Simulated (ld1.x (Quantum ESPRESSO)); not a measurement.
## oxygen: one change to a TM potential, before and after

ld1.x (Quantum ESPRESSO) 7.5 input, shortened:

```
&input
   title='O', zed=8., rel=0, dft='PBESOL', iswitch=3,
   config='[He] 2s2 2p3.5 3d-2'
 /
 &inputp
   pseudotype=2, tm=.true., lloc=-1, rcloc=0.80,
   nlcc=.true., new_core_ps=.true.
 /
3
2S  1  0   2.00   0.00  0.90  0.90  0.0
2P  2  1   3.50   0.00  1.45  1.45  0.0
3D  3  2  -2.00  -0.05  1.40  1.40  0.0
 &test
   configts(1)='2s2 2p3.5'
 /
```

All-electron outer shells of the reference configuration (PBEsol, non-relativistic, ld1.x):

| shell | level (eV) | outermost node (bohr) | outermost maximum (bohr) |
| --- | --- | --- | --- |
| 2s | -31.18 | 0.28 | 0.87 |
| 2p | -16.21 | – | 0.81 |

Change: reference 2s2 2p3.

Cutoffs: the cutoffs (Ry, on a coarse ladder) from which the occupation-weighted sum of valence levels, in a spherical-Bessel basis at the reference potential, stays within 10 and 1 mRy of its value at 400 Ry; they do not see the model core or the augmentation charge, which bear on the density cutoff. Errors are all-electron minus pseudo energies relative to the spin-unpolarised reference configuration.

Question: What does the change do?

Answer: The potential gets neither clearly harder nor softer (80 Ry and 180 Ry → 80 Ry and 180 Ry); neither file shows a bound ghost.

```tsv
quantity	base	changed
cutoff, loose	80 Ry	80 Ry
cutoff, tight	180 Ry	180 Ry
bound ghosts	none	none
largest error over its own tests, meV	+563	+1591
s: phases at 1.59 bohr within 0.05 rad from the reference energy up to (Ry; the scan ends near 5)	4.4	3.8
p: phases at 1.59 bohr within 0.05 rad from the reference energy up to (Ry; the scan ends near 5)	3.6	3.0
d: phases at 1.59 bohr within 0.05 rad from the reference energy up to (Ry; the scan ends near 5)	to the end of the scan	to the end of the scan
```
